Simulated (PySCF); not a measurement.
Radial density of Tl (thallium, neutral)

HSE06, [Xe] 4f14 5d10 6s1 6p1 7s1, high-spin 4P determinant (an excited configuration). All numbers are calculated (PySCF 2.14, the spin-free X2C one-electron Hamiltonian (Gaussian nucleus), in x2c-TZVPPall with one added diffuse shell each of s, p, d, f type (12s8p7d4f, 99 functions)).

| r (bohr) | 4πr²ρ (e/bohr) | 4πr²(ρα − ρβ) |
| --- | --- | --- |
| 0.0130 | 112.4 | 0.0046 |
| 0.0218 | 99.45 | 0.0043 |
| 0.0366 | 135.3 | 0.0179 |
| 0.0616 | 143.5 | 0.0008 |
| 0.104 | 123.9 | 0.0110 |
| 0.174 | 124.6 | 0.0102 |
| 0.293 | 84.85 | 0.0571 |
| 0.493 | 65.80 | 0.0124 |
| 0.830 | 24.89 | 0.0803 |
| 1.40 | 11.32 | 0.2304 |
| 2.35 | 2.201 | 0.9273 |
| 3.95 | 0.3994 | 0.3763 |
| 6.64 | 0.2439 | 0.2438 |
| 11.2 | 0.008379 | 0.0084 |

Densities and radii are taken from the X2C orbitals without a picture-change correction, which distorts them close to the nucleus.

Spin-orbit coupling, absent here, splits the open shell strongly. The outer electron is Rydberg-like, and this basis confines it to a smaller radius and binds it less than a complete one would.
